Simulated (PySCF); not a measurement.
OZn (SMILES [O]=[Zn]), singlet, at a GFN2-xTB geometry (such geometries of metal compounds can be far from the true shape). Base run: PySCF with B3LYP/def2-SVP.

The PySCF input:
```python
from pyscf import gto, scf, dft

mol = gto.M(
    atom='''
Zn   -0.00000000   -0.00000000   -0.33822725
O     0.00000000    0.00000000    1.26835217
''',
    basis='def2-svp',
    verbose=4,
)

mf = dft.RKS(mol)
mf.xc = 'b3lyp'
mf.kernel()
mo_i, mo_e, stable_i, stable_e = mf.stability(internal=True, external=True, return_status=True, nroots=6, tol=1e-6)
print('internally stable:', stable_i, ' externally stable:', stable_e)
if not stable_e:
    umf = mf.to_uhf() if not hasattr(mf, 'xc') else mf.to_uks()
    umf.scf_summary = {}
    umf.kernel(umf.make_rdm1(mo_e, umf.mo_occ))
mf.analyze()
```

The bond that is stretched is that between atoms 2 and 1. A test that says stable can miss a lower solution.

Variants of this job, named by their change:

| change | ΔE vs base (kcal/mol) | <S^2> | E after following the instability (Eh) | <S^2> there | HOMO-LUMO gap (eV) | stability test says | outcome |
|---|---|---|---|---|---|---|---|
| base | 0.000 | 0.000 | -1854.21782 | 0.17 | 2.59 | external instability | converged |
| bond × 1.25 | 11.90 | 0.000 | -1854.21453 | 0.76 | 1.82 | external instability | converged |
| bond × 1.5 | 39.60 | 0.000 | -1854.19696 | 1.01 | 1.74 | external instability | converged |
| bond × 1.8 | - | - | - | - | - | - | not converged |
| bond × 2.2 | - | - | - | - | - | - | not converged |
| bond × 3.0 | - | - | - | - | - | - | not converged |

Where a bond breaks into two radicals, a solution with restricted orbitals usually stops being the lowest and lies too high; an unrestricted one lies lower at the price of spin contamination, which <S^2> shows.
